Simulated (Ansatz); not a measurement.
**A barrier at the coupled-cluster level**

Start structure (CH7NZn, closed shell), relaxed at PBE0-D4/def2-TZVP:

```json
{"atom": "Zn1", "x (Å)": "-0.1790", "y (Å)": "0.6877", "z (Å)": "-0.8609"}
{"atom": "H2", "x (Å)": "-0.6466", "y (Å)": "0.6482", "z (Å)": "-2.3570"}
{"atom": "C3", "x (Å)": "0.4508", "y (Å)": "1.3998", "z (Å)": "0.8640"}
{"atom": "H4", "x (Å)": "-1.1820", "y (Å)": "-1.9511", "z (Å)": "-0.7530"}
{"atom": "N5", "x (Å)": "-0.3250", "y (Å)": "-1.5663", "z (Å)": "-0.3738"}
{"atom": "H6", "x (Å)": "0.6065", "y (Å)": "2.4810", "z (Å)": "0.8485"}
{"atom": "H7", "x (Å)": "-0.2689", "y (Å)": "1.1848", "z (Å)": "1.6616"}
{"atom": "H8", "x (Å)": "1.4002", "y (Å)": "0.9364", "z (Å)": "1.1543"}
{"atom": "H9", "x (Å)": "0.4445", "y (Å)": "-2.0654", "z (Å)": "-0.8050"}
{"atom": "H10", "x (Å)": "-0.3004", "y (Å)": "-1.7552", "z (Å)": "0.6212"}
```

The step: CH₄Zn ([CH3][ZnH]) + NH₃ → CH₅NZn ([CH3][Zn][NH2]) + H₂; bonds formed: H2–H4; dative contacts that become bonds: Zn1–N5; bonds broken: Zn1–H2, H4–N5. Program: Ansatz 0.2.0. Basis: def2-TZVPP and def2-QZVPP. Cores are frozen in the correlated methods. The 3s and 3p shells of Cu and Zn are frozen; filled d shells are correlated. Extrapolation: Hartree–Fock as exp(−7.88 √X), correlation as X^−2.97. Energies below are by CCSD(T) at an estimated basis limit (MP2 extrapolated from triple and quadruple zeta, plus CCSD(T) − MP2 in triple zeta).

(1) What are the electronic barrier and the energy of the step, from the start structure to the end structure? (Judge from chemistry; the value comes from the calculation.)

No T1 diagnostic of these runs exceeds 0.014.

Answers

(1) The calculation gives: Barrier 36.13 kcal/mol; step energy 8.45 kcal/mol (uphill); reverse barrier, their difference, 27.68 kcal/mol. Barrier and step energy count from the start structure, the reverse barrier from the end structure.

The saddle point: One imaginary mode of 1374i cm⁻¹.
| pair | start (Å) | saddle (Å) | end (Å) |
| --- | --- | --- | --- |
| Zn1–N5 | 2.31 | 1.99 | 1.83 |
| H2–H4 | 3.10 | 1.01 | 0.75 |
| Zn1–H2 | 1.57 | 1.95 | 4.49 |
| H4–N5 | 1.01 | 1.37 | 2.61 |

Zero-point energy (harmonic, PBE0-D4): ZPE is 49.15 kcal/mol at the start and 45.49 kcal/mol at the saddle, so the barrier goes from 36.13 to 32.46 kcal/mol.

The step is the kind of exchange with an N–H group that builds nitride films in atomic layer and chemical vapour deposition.

Labels in which every atom is bracketed show which atoms are joined, not bond orders.

For scale, one of the runs: CCSD(T)/def2-TZVPP, 224 basis functions, launched by `ansatz run in.yaml --threads 4 --pin off --events-out ev --progress --plain --max-ram 9574MiB`. The run took 69 s on 4 CPU threads of an Arm Neoverse V2 (shared host), with 3.6 GiB of host memory at its peak.
